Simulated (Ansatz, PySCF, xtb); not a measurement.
Reaction (SMILES): NC=O + C (CH4) -> C=O (CH2O) [formaldehyde] + CN (CH5N)
Structures are relaxed separately at B3LYP-D3(BJ)/def2-TZVP in Ansatz (a first-principles code), one conformer each, not searched for the lowest.

Wanted: bond separation energy (0 K, with B3LYP-D3(BJ) harmonic zero-point energies from PySCF), in kJ/mol. Correlated levels leave the core frozen unless marked. Spin-orbit coupling is left out. Non-relativistic. CBS(X,Y): correlation extrapolated as X^-3; Hartree-Fock from the larger set. [CCSD(T)-MP2]/basis is that difference in the basis named.

```csv
level,program,bond separation energy (kJ/mol)
GFN2-xTB,xtb,149.9
```

Estimate the value at RI-MP2/CBS(aug-cc-pVTZ,aug-cc-pVQZ)+[CCSD(T)-MP2]/aug-cc-pVTZ as computed with Ansatz.

131.8 kJ/mol, so GFN2-xTB differs from it by 18.1 kJ/mol.
